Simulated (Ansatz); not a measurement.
`O[SiH2]/C=C/Cl` and `CO/C=C/Cl` differ in one atom or group.

Ansatz, PBE0-D4/def2-TZVP geometries, multiplicity 1. Each molecule was computed in one conformer, which needn't be the lowest.

| property | `O[SiH2]/C=C/Cl` |
| --- | --- |
| size of the dipole moment (ωB97M-V/def2-TZVPP) / D | 1.47 |
| HOMO energy (B3LYP/def2-TZVPP) / eV | -7.38 |
| LUMO energy (B3LYP/def2-TZVPP) / eV | -0.93 |
| HOMO energy (PBE0/def2-TZVPP) / eV | -7.62 |
| HOMO–LUMO gap (PBE0/def2-TZVPP) / eV | 6.89 |
| size of the dipole moment (PBE/def2-TZVPP) / D | 1.40 |

Task: What does the change do to each property? (An estimate is asked.)

Result: Computed: 
| property | `CO/C=C/Cl` | shift |
| --- | --- | --- |
| size of the dipole moment (ωB97M-V/def2-TZVPP) / D | 2.51 | 1.04 |
| HOMO energy (B3LYP/def2-TZVPP) / eV | -6.25 | 1.13 |
| LUMO energy (B3LYP/def2-TZVPP) / eV | -0.02 | 0.91 |
| HOMO energy (PBE0/def2-TZVPP) / eV | -6.47 | 1.15 |
| HOMO–LUMO gap (PBE0/def2-TZVPP) / eV | 6.70 | -0.19 |
| size of the dipole moment (PBE/def2-TZVPP) / D | 2.45 | 1.05 |

With PBE0 the HOMO rises by 1.15 eV and the LUMO rises by 0.96 eV, so the gap narrows by about 0.19 eV. PBE moves the HOMO by 1.20 eV and ωB97M-V by 1.13 eV. Dipoles are sizes alone; their direction can turn.

B3LYP here is the variant with VWN-RPA as its local correlation; programs differ in this.
